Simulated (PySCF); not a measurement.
Compound: C10H16.
SMILES with atom numbers: `[CH:1]#[C:2][C@@:3]1([CH3:4])[CH2:5][CH2:6][CH2:7][C@@H:8]1[CH2:9][CH3:10]` (hydrogens: H11 on C1; H12, H13, H14 on C4; H15, H16 on C5; H17, H18 on C6; H19, H20 on C7; H21 on C8; H22, H23 on C9; H24, H25, H26 on C10)

Method: PySCF 2.14.0, PBE0-D3(BJ)/def2-SVP geometry optimisation, gas phase.

**Question.** Give the optimised bond lengths and angles.

**Answer.** 
```csv
bond,length (pm),order
C1≡C2,121.2,triple
C2–C3,146.2,single
C3–C4,153.5,single
C3–C5,154.3,single
C5–C6,153.4,single
C6–C7,154.4,single
C7–C8,153.7,single
C8–C9,152.0,single
C9–C10,152.1,single
C3–C8,155.5,single
C1–H11,107.4,single
"C4–H12, C4–H13, C4–H14",110.0,single
C5–H15,110.1,single
C5–H16,110.0,single
C6–H17,110.1,single
C6–H18,110.0,single
C7–H19,110.3,single
C7–H20,110.0,single
C8–H21,110.5,single
C9–H22,110.4,single
C9–H23,110.4,single
"C10–H24, C10–H25, C10–H26",110.1,single
```

Bonds in one row agree within 1 pm and their mean is given. Orders are formal, as drawn. A selection of angles:
```csv
angle,degrees
C2–C1–H11,179.6
C1–C2–C3,179.6
C2–C3–C4,109.3
C2–C3–C5,112.0
C2–C3–C8,111.5
C4–C3–C5,110.7
C4–C3–C8,112.4
C5–C3–C8,100.7
C3–C4–H12,110.1
C3–C4–H13,111.3
H12–C4–H13,107.8
C3–C5–C6,104.7
C3–C5–H15,108.4
C3–C5–H16,112.2
C6–C5–H15,110.5
C6–C5–H16,113.8
H15–C5–H16,107.2
C5–C6–C7,105.7
C5–C6–H17,110.8
C5–C6–H18,111.2
C7–C6–H17,110.7
C7–C6–H18,112.4
H17–C6–H18,106.2
C6–C7–C8,106.1
C6–C7–H19,110.9
C6–C7–H20,112.4
C8–C7–H19,110.0
C8–C7–H20,111.3
H19–C7–H20,106.2
C7–C8–C9,115.6
C7–C8–H21,108.0
C9–C8–H21,107.7
C3–C8–C7,103.8
C3–C8–C9,115.8
C3–C8–H21,105.4
C8–C9–C10,113.3
C8–C9–H22,108.5
C8–C9–H23,109.4
C10–C9–H22,109.6
C10–C9–H23,109.4
H22–C9–H23,106.4
C9–C10–H24,111.6
H24–C10–H25,107.4
```

Dihedral angles: C2–C3–C5–C6 160° (antiperiplanar); C3–C5–C6–C7 -25° (synperiplanar); C5–C6–C7–C8 -1° (synperiplanar); C6–C7–C8–C9 155° (antiperiplanar); C7–C8–C9–C10 66° (synclinal); C2–C3–C8–C7 -161° (antiperiplanar).

Of the pairs four or more bonds apart, C7···H14 is among the closest relative to their van der Waals radii: 2.74 Å, 95 % of the sum of Bondi's values. The 10 C–C bonds span 1.212 Å (C1≡C2, drawn triple) to 1.555 Å (C3–C8, drawn single), a spread of 0.343 Å. The 5-membered ring C3–C5–C6–C7–C8 has internal angles of 100.7° to 106.1° (sum 521°, against 540° for a flat polygon); it is puckered, 0.19 Å rms from its mean plane, widest ring torsion 42°.

Point group: C1 (no symmetry element, even within 0.4 Å). No frequency check. One conformer, not necessarily the lowest.
